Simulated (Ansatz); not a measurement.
System: sum formula SiN3H7, net charge 0, singlet state. 
Geometry from a B3LYP-D3(BJ)/def2-TZVP (Ansatz, an electronic-structure program) optimisation:
```
Si
N 1 1.7144
H 2 1.0068 1 120.49
H 2 1.0068 3 112.22 1 151.22
N 1 1.7197 2 104.06 3 -170.43
H 5 1.0073 1 120.48 2 -158.39
H 5 1.0081 6 111.59 1 152.24
N 1 1.7197 2 104.06 3 -40.71
H 8 1.0073 1 120.48 2 158.39
H 8 1.0081 9 111.59 1 -152.24
H 1 1.4848 2 119.94 3 74.43
```
Charge 0, spin multiplicity 1.

Property: vertical triplet-singlet gap (E(triplet) - E(singlet); each state is the SCF solution reached for its spin; the UHF <S^2> is 2.10 for the triplet (pure: 2.00); for the triplet the Hartree-Fock reference is unstable and T1 is 0.034), in kcal/mol. Cores are frozen in the correlated levels unless marked. Open shells are spin-unrestricted. No spin-orbit coupling. Non-relativistic.  The program attaches cautions to a run behind CCSD/aug-cc-pV(D+d)Z: other roots. The program attaches cautions to a run behind CCSD/aug-cc-pV(T+d)Z: other roots. The program attaches cautions to a run behind CCSD(T)/aug-cc-pV(T+d)Z: other roots.

```
level                    program  vertical triplet-singlet gap (kcal/mol)
-----------------------  -------  ---------------------------------------
CAM-B3LYP/def2-TZVPD      Ansatz                                    144.3
wB97M-V/def2-TZVPD        Ansatz                                    147.7
RI-MP2/aug-cc-pV(T+d)Z    Ansatz                                    145.2
CCSD/aug-cc-pV(D+d)Z      Ansatz                                    137.6
CCSD/aug-cc-pV(T+d)Z      Ansatz                                    140.7
CCSD(T)/aug-cc-pV(T+d)Z   Ansatz                                    137.3
```
